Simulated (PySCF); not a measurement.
GeH5NTe, SMILES N[Te][GeH3].

The structure is a stationary point at PBE-D3(BJ)/def2-SVP. This is a generated structure with no PubChem entry under its InChIKey; it may be hypothetical. The def2 effective core potentials stand for the cores of Te; spin–orbit coupling is left out. One conformer was computed; it need not be the lowest.

Two levels are set side by side: TDA-PBE/def2-SVPD (PySCF) and TDA-PBE0/def2-SVPD (PySCF). Vertical, same geometry. The lowest singlet is HOMO→LUMO 99 % with PBE and HOMO→LUMO 99 % with the other functional; states are paired by order. Differences are taken from unrounded values.

| quantity | TDA-PBE0 | TDA-PBE | TDA-PBE minus TDA-PBE0 |
|---|---|---|---|
| lowest singlet excitation (eV) | 3.30 | 3.10 | -0.20 |
| lowest triplet excitation (TDA) (eV) | 2.70 | 2.55 | -0.14 |
| first bright state (f over 0.05) (eV) | 5.40 | 5.07 | -0.34 |
| its oscillator strength | 0.05 | 0.08 | 0.02 |

A lower first singlet is the usual sign of a functional without exact exchange. Differences between two approximate levels are no errors against the true value.

Rough cost on one machine, each run with all the roots and properties that it gave: TDA-PBE0 against TDA-PBE about 2 times.
